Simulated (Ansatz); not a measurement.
Basis-set extrapolation for CH$_{8}$FNOSi$_{2}$ (`CN([SiH2]O)[SiH2]F`) (PBE0-D4/def2-TZVP geometry, frozen core, the Gaussian-basis code of Ansatz). Multiplicity 1, RHF reference.

```tsv
	def2-TZVPP	def2-QZVPP
HF	-849.458432	-849.490854
MP2 correlation	-1.121567	-1.210825
CCSD(T) correlation	-1.208617	not run
```

Energies in hartree. Use E(X) = E(∞) + A·exp(−7.88·√X) for Hartree–Fock and E(X) = E(∞) + B·X^(−2.97) for correlation, with X = 3 and 4, and add CCSD(T) minus MP2 of the smaller set to the MP2 limit.

Problem. What is the CCSD(T) energy at the basis-set limit?

Solution. HF limit: -849.490854 + (-0.032422) × 0.13774 = -849.49532. MP2 limit: -1.210825 + (-0.089258) × 0.74074 = -1.27694. Higher-order term: -1.208617 − (-1.121567) = -0.08705. Total: -850.85931 hartree, 504.8 kJ/mol below CCSD(T)/def2-TZVPP.
